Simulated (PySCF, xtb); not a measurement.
C4H5BO, SMILES C#CB1COC1.

Harmonic wavenumbers (cm⁻¹) from GFN2-xTB (xtb) at its own minimum, in rising order: 104, 133, 228, 336, 397, 507, 533, 656, 688, 810, 818, 987, 1000, 1050, 1085, 1119, 1186, 1201, 1286, 1421, 1430, 2186, 2893, 2894, 2923, 2924, 3362.

Problem. What does PBE-D3(BJ)/def2-SVP run with PySCF 2.14.0 give at its own minimum? (The exact figures need the calculation; the answer reports its results.)

Solution. 109, 146, 199, 358, 445, 457, 494, 628, 749, 766, 846, 922, 951, 1029, 1086, 1116, 1144, 1173, 1304, 1342, 1378, 2090, 2910, 2927, 2953, 2957, 3391. Paired by order, the mean absolute difference is 36 cm⁻¹ and the zero-point energies are 48.8 and 48.4 kcal/mol.
